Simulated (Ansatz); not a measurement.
Relaxation of C$_{2}$H$_{10}$OSi$_{3}$ (16 atoms, charge 0, multiplicity 1), to a largest force component of 0.02 eV/Å in at most 50 steps.

Level of theory: RKS PBE0-D4/STO-3G (Ansatz).

```xyz
16
Properties=species:S:1:pos:R:3:forces:R:3
Si 0.612 -1.116 2.387 -0.78 1.22 0.21
Si 1.020 0.292 0.601 -0.50 2.80 4.89
O 1.244 -0.537 -0.856 3.98 0.33 1.66
C 0.177 -0.686 -1.665 -7.51 -2.06 -6.64
C -0.679 0.617 -1.786 -0.81 -0.92 0.99
Si -0.961 1.342 -0.017 0.67 -0.47 -0.31
H 1.783 -1.865 2.776 -0.09 -0.16 0.08
H 0.170 -0.251 3.543 0.54 -0.91 -1.09
H -0.531 -1.999 2.075 0.79 0.34 0.15
H 2.128 1.273 0.849 -0.58 -0.89 -0.15
H 1.870 -0.977 -1.484 0.93 0.03 0.40
H -0.498 -1.497 -1.232 0.52 0.81 0.05
H -1.681 0.503 -2.304 1.50 -0.37 0.45
H -0.116 1.369 -2.314 0.33 0.77 -0.72
H -2.166 0.698 0.611 1.13 0.86 -0.31
H -0.945 2.849 0.013 -0.10 -1.40 0.34
```

**Question.** Where does it end, and by what steps?

**Answer.** The forces met the threshold. Limits of this set-up: minimal basis. After 12 steps the energy has fallen by 2.155 eV; H11 moved furthest, 0.78 Å.

```csv
step,energy less start (eV),largest force component (eV/Å),accepted
0,0.0000,7.506,yes
1,-1.5572,1.894,yes
2,-1.8433,1.078,yes
3,-1.9955,0.703,yes
4,-2.0460,1.357,yes
5,-2.1059,0.471,yes
6,-2.1331,0.545,yes
7,-2.1441,0.219,yes
8,-2.1509,0.131,yes
9,-2.1539,0.100,yes
10,-2.1545,0.106,yes
11,-2.1549,0.028,yes
12,-2.1550,0.009,yes
```

```xyz
16
Properties=species:S:1:pos:R:3
Si 0.670 -1.133 2.361
Si 0.852 0.439 0.767
O 1.249 -0.360 -0.842
C 0.118 -0.701 -1.866
C -0.703 0.608 -1.877
Si -0.947 1.388 -0.143
H 1.886 -1.907 2.454
H 0.427 -0.516 3.644
H -0.420 -2.032 2.070
H 1.991 1.297 1.024
H 1.779 -1.214 -0.748
H -0.513 -1.398 -1.239
H -1.683 0.386 -2.323
H -0.232 1.372 -2.514
H -2.157 0.954 0.516
H -0.890 2.832 -0.091
```

Run time: 44 s on 1 thread of Intel(R) Xeon(R) 6975P-C (Granite Rapids) (shared host), peak memory 0.16 GiB.
